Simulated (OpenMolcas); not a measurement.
**Cr2+: ligand-field states by method**

Cr2+ with its 6 nearest fluoride ions at 2.263 Å, on the Ca site of CsCaF3 (a = 4.526 Å, distance in the model lattice 2.263 Å). The rest of the host is ab initio model potentials to 7.6 Å and point charges beyond; the distance is set by hand and nothing relaxes. Ligand basis ANO-RCC-VDZP.
```
Cr    0.0000    0.0000    0.0000
F     2.2630    0.0000    0.0000
F     0.0000    2.2630    0.0000
F    -2.2630    0.0000    0.0000
F     0.0000   -2.2630    0.0000
F     0.0000    0.0000    2.2630
F     0.0000    0.0000   -2.2630
```

| Item | Value |
| --- | --- |
| Program | OpenMolcas 26.06 |
| Basis | ANO-RCC-VTZP [6s5p3d2f1g] |
| Scalar Hamiltonian | DKH2, point nucleus |
| Active space | 4 electrons in 5 orbitals (3d) |
| State averaging | 2S+1 = 5 even, 5 roots; 2S+1 = 3 even, 45 roots; 2S+1 = 1 even, 50 roots |
| Spin-orbit coupling | state interaction with AMFI integrals over the reference wave functions |

I. CASSCF
II. SS-CASPT2, IPEA 0.25 Eh, imaginary shift 0.1 Eh (closed shells correlated: 3s 3p and the ligand valence shells)

Spin-free states (labels of O, the rotations of Oh) in cm-1, each column counted from its own energy of the first state listed:

| State | Degeneracy | I | II |
| --- | --- | --- | --- |
| 5E | 2 | 0 | 0 |
| 5T2 | 3 | 5760 | 6840 |
| 3T1 | 3 | 15967 | 12700 |
| 3E | 2 | 20071 | 16790 |
| 3T1 | 3 | 20950 | 16490 |
| 3T2 | 3 | 21479 | 17370 |
| 3A2 | 1 | 23162 | 18380 |
| 3A1 | 1 | 24305 | 19330 |
| 1T2 | 3 | 25780 | 20220 |
| 3T1 | 3 | 25940 | 23450 |
| 1E | 2 | 26351 | 21120 |
| 3E | 2 | 27014 | 22240 |
| 3T2 | 3 | 27019 | 24290 |
| 3T1 | 3 | 28577 | 24930 |
| 1A1 | 1 | 29726 | 22790 |
| 1A2 | 1 | 29868 | 24820 |
| 1T2 | 3 | 30184 | 24520 |
| 1T1 | 3 | 31351 | 25470 |
| 3T2 | 3 | 32186 | 28830 |
| 3T1 | 3 | 32400 | 31230 |

From I to II, I's first state of the same spin (5T2) moves from 5760 to 6840 cm-1, by about +1100 cm-1.

From I to II, I's first state of another spin (3T1) moves from 15967 to 12700 cm-1, by about -3300 cm-1.

χT at 300 K: I 2.93, II 2.94 cm3 K/mol.

Roots that are degenerate in the reference are averaged as groups; the widest CASPT2 spread within a group is 730 cm-1 (the 3-fold group of multiplicity 3 near 24900 cm-1 above the lowest state of its run, II). Shifts and gaps below about the spread of the groups concerned are not significant. Over all roots computed the reference weight is 0.72 to 0.74 in II; a low but even weight reflects the number of correlated electrons. An orbital doublet at a regular site is open to a Jahn-Teller distortion, which this geometry leaves out. Ligand-to-metal charge-transfer states are missing. With no ligand orbital active B as a rule stays too high, so bands that hang on it stand too high and its fall with covalency is understated. Without dynamic correlation the repulsion within the d shell is too large (B by tens of per cent), so at a given field states of lower spin stand too high (holds for I). With metal d orbitals alone and no dynamic correlation 10Dq can be off by a tenth to a fifth, either way, in oxide and fluoride hosts (holds for I). These CASPT2 states fit no ligand-field parameters well, so their order and spin gaps are uncertain (holds for II). With one d shell and no ligand orbital active, 10Dq can be off by tens of per cent for divalent 3d ions, low with halides held by bare charges and at times high in hosts (holds for II). Free-ion shares, where given, are those of the reference states; single-state CASPT2 does not remix them (holds for II). The distance lies 5 % over the 2.164 Å that this model takes as the normal distance (a Shannon-type radius plus a fixed donor radius, weighted with the host); by an R⁻⁵ law this alone changes a d-shell field by about -20 %. No measured value stands beside these numbers; the geometry was set by hand and not optimised.
